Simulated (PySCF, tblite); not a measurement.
Isomers of C7H10OSi. Level: GFN2-xTB in tblite, geometry and Hessian alike; calculated harmonic values, unscaled, isolated species. The method is semi-empirical: single wavenumbers can be off by several per cent or more. Modes of hydrogen on silicon can be 10 to 20 % off. One conformer each.

Electronic energies: PBE0-D3(BJ)/def2-SVP at its own geometries (PySCF, gas phase).

| SMILES | electronic energy, lowest = 0 (kJ/mol) |
| --- | --- |
| C#C[C@@H]1C[Si@@H]1/C=C/OC | 479.1 |
| C=C1C=C/C1=C(/C)O[SiH3] | 318.7 |
| C#C[C@@H]1C=CC[Si@@H]1OC | 269.7 |
| C#C[C@@H]1C[Si@H]1/C=C/OC | 482.4 |
| C#CC1=C[C@@H](C)[Si@@H](O)C1 | 206.3 |
| C[SiH2]Oc1ccccc1 | 0.0 |
| C#C[C@@H]1C[Si@@H]1/C=C\OC | 488.7 |
| [SiH3]OCc1ccccc1 | 65.8 |

**Question.** How do GFN2-xTB zero-point energies change the relative energies?

**Answer.** 
```csv
SMILES,ZPE (kJ/mol),of it from modes above 1550 cm⁻¹,electronic (kJ/mol),"with ZPE, lowest = 0 (kJ/mol)",lowest mode (cm⁻¹),rings
C[SiH2]Oc1ccccc1,381.2,192.7,0.0,0.0,48,1
[SiH3]OCc1ccccc1,377.9,186.7,65.8,62.6,23,1
C#CC1=C[C@@H](C)[Si@@H](O)C1,380.6,204.7,206.3,205.8,38,1
C#C[C@@H]1C=CC[Si@@H]1OC,380.9,200.6,269.7,269.5,36,1
C=C1C=C/C1=C(/C)O[SiH3],367.7,191.0,318.7,305.2,22,1
C#C[C@@H]1C[Si@@H]1/C=C/OC,376.4,202.3,479.1,474.3,43,1
C#C[C@@H]1C[Si@H]1/C=C/OC,376.3,202.4,482.4,477.5,27,1
C#C[C@@H]1C[Si@@H]1/C=C\OC,374.8,202.1,488.7,482.3,22,1
```

The zero-point energies span 13.5 kJ/mol, from `C=C1C=C/C1=C(/C)O[SiH3]` to `C[SiH2]Oc1ccccc1`. The order is unchanged.

**Question.** And how do the electronic energies of GFN2-xTB itself compare?

**Answer.** `C[SiH2]Oc1ccccc1` 0.0; `[SiH3]OCc1ccccc1` 4.5; `C#CC1=C[C@@H](C)[Si@@H](O)C1` 236.2; `C#C[C@@H]1C=CC[Si@@H]1OC` 274.4; `C=C1C=C/C1=C(/C)O[SiH3]` 218.5; `C#C[C@@H]1C[Si@@H]1/C=C/OC` 536.8; `C#C[C@@H]1C[Si@H]1/C=C/OC` 539.9; `C#C[C@@H]1C[Si@@H]1/C=C\OC` 543.4 kJ/mol, lowest = 0. Against the energies above, taken from the same isomer `C[SiH2]Oc1ccccc1`, the largest difference is 100.2 kJ/mol. The two levels were optimised apart and needn't hold the same conformer.

**Question.** What do entropy and thermal enthalpy add at 298.15 K and 1 bar (rigid rotor, harmonic oscillator, one conformer each)?

**Answer.** 
```csv
SMILES,point group,symmetry number,S (J/(mol K)),H − H(0) (kJ/mol),ZPE + H − H(0) − TS (kJ/mol)
C[SiH2]Oc1ccccc1,Cs,1,413.6,28.55,286.4
C#CC1=C[C@@H](C)[Si@@H](O)C1,C1,1,425.4,31.24,285.0
C#C[C@@H]1C=CC[Si@@H]1OC,C1,1,430.2,31.16,283.9
C#C[C@@H]1C[Si@@H]1/C=C/OC,C1,1,443.1,32.51,276.8
C#C[C@@H]1C[Si@H]1/C=C/OC,C1,1,447.2,32.70,275.7
```

Not tabulated: `[SiH3]OCc1ccccc1` (lowest mode only 23 cm⁻¹); `C=C1C=C/C1=C(/C)O[SiH3]` (lowest mode only 22 cm⁻¹); `C#C[C@@H]1C[Si@@H]1/C=C\OC` (lowest mode only 22 cm⁻¹).
